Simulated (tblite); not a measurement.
Compound: C₂H₁₂NSi₃ (doublet state).
Cartesian coordinates in Å at the GFN2-xTB level; atoms count from 1:
```
atom  x, y, z in Å
C1    -3.1960   -0.4843    0.4637
N2    -2.3341    0.6640    0.3620
Si3   -0.8973    0.6789   -0.5931
Si4    0.4212   -0.9386    0.3313
C5     2.2594   -0.8748   -0.1987
Si6    3.1459    0.7598    0.1722
H7    -3.7994   -0.4262    1.3725
H8    -3.8754   -0.5849   -0.3926
H9    -2.5804   -1.3812    0.5146
H10   -2.8649    1.5205    0.3941
H11   -0.3806    2.0363   -0.3746
H12   -1.1939    0.6030   -2.0483
H13    0.0370   -2.3648    0.1683
H14    2.7990   -1.6914    0.2814
H15    2.3147   -1.0695   -1.2721
H16    3.1018    1.0183    1.6131
H17    4.5480    0.6896   -0.2557
H18    2.4865    1.8514   -0.5497
```

Structure optimised with GFN2-xTB, isolated species. This method treats the open shell by occupation alone, without spin polarisation.

Masses are those of the commonest isotopes; rigid-rotor values at the optimised geometry. The values belong to one conformer with, in the numbering `[CH3:1][NH:2][SiH2:3][SiH:4][CH2:5][SiH3:6]`, C1–N2–Si3–Si4 -62°, N2–Si3–Si4–C5 -165°, Si3–Si4–C5–Si6 58°.

Give the principal moments of inertia and the rotational constants in MHz.

Ia = 124.98, Ib = 680.54, Ic = 752.37 u·Å²; 505379 MHz·u·Å²/I gives A = 4044, B = 742.6, C = 671.7 MHz.

Classify the top.

A near-prolate asymmetric top: κ = (2 × 742.6 − 4044 − 671.7)/(4044 − 671.7) = -0.96.

What does the inertial defect say?

Not planar: Δ = Ic − Ia − Ib = -53.15 u·Å². For a rigid frame Δ = −2 Σ m c², so Σ m c² = 26.57 u·Å² lies off the ab plane: 11.58 from hydrogen and 15.00 from heavier atoms. The atom farthest from that plane is 1.92 Å away.

Give the other two planar moments, Paa and Pbb, and the rms extents of the mass along the axes.

Paa = Σ m a² = (Ib + Ic − Ia)/2 = 653.96 and Pbb = Σ m b² = (Ia + Ic − Ib)/2 = 98.41 u·Å². With the mass M = 134.03 u, the rms extents √(P/M) along a, b and c are 2.21, 0.86, 0.45 Å.

Estimate the classical rotational partition function at 50 K, 100 K and 500 K.

Point group C1, symmetry number σ = 1; q = (√π/σ)·√((kT/h)³/(ABC)), k/h = 20836.6 MHz/K: 42000 at 50 K, 119000 at 100 K, 1330000 at 500 K.

For this open shell read J as N, the rotation without spin; fine and hyperfine splittings come on top. Its GFN2-xTB frequencies are all real (lowest 15 cm⁻¹). These are rigid-rotor constants of the computed structure; measured ground-state constants (B0) also hold zero-point vibration.

On an Arm Neoverse V2 with one thread, no GPU, shared host, this took 0.73 s wall. These figures are those of the optimisation.
